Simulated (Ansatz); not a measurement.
ZrF₃Cl, SMILES [F][Zr]([F])([Cl])[F], multiplicity 1.

Geometry optimised at r2SCAN-D4/def2-SVP. The spin state was assumed, not searched. The def2 effective core potentials stand for the cores of Zr; spin–orbit coupling is left out.

Two levels are set side by side: PBE/def2-SVPD (Ansatz, a quantum-chemistry and plane-wave program) and PBE0/def2-SVPD (Ansatz). Energy differences of separate SCF runs at the same geometry; the states with an electron removed or added have multiplicity 2 and 2. Differences are taken from unrounded values.

```tsv
quantity	PBE0
vertical ionisation energy (eV)	12.64
vertical singlet–triplet gap (eV)	6.80
```

Question: What does PBE give, and how far is it from PBE0? (An estimate is asked for; the answer gives what the named calculation found.)

Answer: 
```json
[
 {"quantity": "vertical ionisation energy (eV)", "PBE": "12.31", "PBE minus PBE0": "-0.33"},
 {"quantity": "vertical singlet–triplet gap (eV)", "PBE": "6.70", "PBE minus PBE0": "-0.10"}
]
```
